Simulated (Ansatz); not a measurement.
A made-up structure of SiHSeO, doublet:

```csv
atom,x (Å),y (Å),z (Å)
O1,0.8367,-0.8472,0.1291
Si2,-0.0276,0.3250,-0.6407
Se3,-1.0035,-1.1986,0.6332
H4,-1.9817,-1.9049,1.5412
```

It is relaxed with PBE-D4/def2-SVP and then PBE0-D4/def2-TZVP (Ansatz 0.2.0). Atoms count as bonded within 1.22 times the sum of their covalent radii (H–H: 0.88 Å). The end point is not checked to be a true minimum.

Question: Does its bonding change? (Judge from chemistry; the calculation decides.)

Answer: Computed: Yes. Formed: none; broken: O1–Se3.

Where it ends: The first stage lowers the energy by 2.81 eV in 13 steps. It ends as SiHSeO ([O][Si][SeH]):
```
4
angstrom
O 1.3102 -0.1912 -0.5222
Si -0.0585 -0.1284 0.1437
Se -1.1463 -2.0409 0.7606
H -2.2816 -1.2653 1.2808
```

Labels in which every atom is bracketed show which atoms are joined, not bond orders.

For scale, one of the runs: PBE0-D4/def2-TZVP relaxation, 122 basis functions, launched by `ansatz run in.yaml --threads 2 --pin off --events-out ev --progress --plain --max-ram 4352MiB`. Hardware: 2 CPU threads of an Arm Neoverse V1, shared host. Wall time about 26 s.
